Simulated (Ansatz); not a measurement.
`F[Si](F)(F)S` + H₂Se → `F[Si](F)(F)[SeH]` + H₂S at 298.15 K and 1 bar (ligand exchange at the Si–S bond).

Computed with Ansatz on PBE0-D4/def2-TZVP structures; ΔE is electronic, products minus reactants. CCSD(T)/CBS is the MP2 limit (def2-TZVPP, def2-QZVPP) plus CCSD(T) − MP2 in def2-TZVPP, frozen cores. This one scheme is used for every species. For Se outer-core shells are correlated without core-valence functions, which leaves a few kJ/mol of doubt a bond. Scalar relativity is left out up to krypton. One conformer a species, not always the lowest.

| species | CCSD(T)/CBS energy (Eh) | H − E (kJ/mol) | S (J/(mol·K)) |
| --- | --- | --- | --- |
| `F[Si](F)(F)S` | -987.07717 | 69.1 | 331.6 |
| H₂Se | -2401.89790 | 45.8 | 219.1 |
| `F[Si](F)(F)[SeH]` | -2990.00244 | 66.3 | 345.7 |
| H₂S | -398.97279 | 49.9 | 205.7 |

H − E and S are ideal-gas, rigid-rotor, harmonic terms from PBE0-D4/def2-TZVP, for one conformer and one mirror image of each species. 1 Eh = 2625.50 kJ/mol, R = 8.31446 J/(mol·K).

**Question.** By hand: ΔE, ΔH, ΔS and ΔG.

**Answer.** ΔE = (-2990.00244) + (-398.97279) − (-987.07717) − (-2401.89790) = -0.00016 Eh = -0.4 kJ/mol. Δ(H − E) = 66.3 + 49.9 − 69.1 − 45.8 = 1.3, so ΔH = 0.9 kJ/mol. ΔS = 345.7 + 205.7 − 331.6 − 219.1 = 0.7 J/(mol·K). ΔG = 0.9 − 298.15 × (0.7)/1000 = 0.7 kJ/mol.

**Question.** By hand: the equilibrium constant, and the temperature at which ΔG would vanish if ΔH and ΔS stayed fixed.

**Answer.** log₁₀ K = −ΔG/(RT ln 10) = -0.1. ΔG = 0 at ΔH/ΔS = 1286 K, though so small a ΔH makes that figure unsure.

The number of gas molecules stays the same, so ΔS is small and ΔH decides. The sign of ΔG lies within the doubt. A doubt of 5 kJ/mol in ΔE shifts log₁₀ K by 0.9 here. Other conformers and mirror images would add mixing entropy, several J/(mol·K) or more a flexible species. These are equilibria of isolated gas molecules and say nothing of rates. Largest T1 diagnostic: 0.012 (customary marks: 0.02 for closed shells, 0.045 for open ones).
